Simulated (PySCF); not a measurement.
# Shieldings and the share of exact exchange

Molecule: SMILES C(/C)=C(\Cl)O[SiH3], C3H7ClOSi.

Molfile (atoms numbered from 1):
```
C3H7ClOSi
     RDKit          3D

 13 12  0  0  0  0  0  0  0  0999 V2000
   -2.0153   -0.5567   -0.0088 C   0  0  0  0  0  0  0  0  0  0  0  0
   -1.2542   -0.8310   -1.2614 C   0  0  0  0  0  0  0  0  0  0  0  0
    0.0762   -0.7412   -1.3499 C   0  0  0  0  0  0  0  0  0  0  0  0
    0.9038   -1.0788   -2.8583 Cl  0  0  0  0  0  0  0  0  0  0  0  0
    0.8786   -0.3994   -0.3397 O   0  0  0  0  0  0  0  0  0  0  0  0
    2.5622   -0.2481   -0.3061 Si  0  0  0  0  0  4  0  0  0  0  0  0
   -1.3417   -0.2765    0.8119 H   0  0  0  0  0  0  0  0  0  0  0  0
   -2.7399    0.2616   -0.1548 H   0  0  0  0  0  0  0  0  0  0  0  0
   -2.5937   -1.4411    0.3069 H   0  0  0  0  0  0  0  0  0  0  0  0
   -1.7936   -1.1219   -2.1646 H   0  0  0  0  0  0  0  0  0  0  0  0
    2.8361    0.1586    1.0967 H   0  0  0  0  0  0  0  0  0  0  0  0
    3.2209   -1.5491   -0.6077 H   0  0  0  0  0  0  0  0  0  0  0  0
    3.0230    0.8056   -1.2521 H   0  0  0  0  0  0  0  0  0  0  0  0
  1  2  1  0
  2  3  2  0
  3  4  1  0
  3  5  1  0
  5  6  1  0
  1  7  1  0
  1  8  1  0
  1  9  1  0
  2 10  1  0
  6 11  1  0
  6 12  1  0
  6 13  1  0
M  END
```

GIAO shieldings (ppm, equivalent atoms averaged) in PySCF on the PBE0-D3(BJ)/def2-SVP geometry, basis pcSseg-1, gas phase, non-relativistic:

```tsv
functional	exact exchange (%)	σ(C1)	σ(Cl4)	σ(O5)	σ(Si6)
BLYP	0	160.7	627.7	194.3	366.8
BP86	0	165.1	637.2	198.3	370.4
PBE	0	165.7	638.2	198.6	371.5
B3LYP	20	165.5	656.2	207.2	378.1
mPW1PW91	25	169.8	670.4	212.9	384.9
BHandHLYP	50	171.3	696.3	224.3	396.7
HF	100	179.4	759.9	249.5	432.2
```

Task: Fit each shielding as a line in the percentage of exact exchange.

Result: σ(C1) = 163.9 + 0.16 x (rms 1.7 ppm); σ(Cl4) = 634.5 + 1.25 x (rms 3.8 ppm); σ(O5) = 197.5 + 0.53 x (rms 1.6 ppm); σ(Si6) = 368.6 + 0.62 x (rms 2.2 ppm). The functionals also differ in their semilocal parts, which the line can't hold; Hartree–Fock has no correlation at all.

Task: What does the line predict for PBE0 (25 %), and what does the run give?

Result: σ(C1): 167.9 predicted, 170.9 computed; σ(Cl4): 665.8 predicted, 673.0 computed; σ(O5): 210.8 predicted, 213.6 computed; σ(Si6): 384.1 predicted, 386.1 computed ppm.
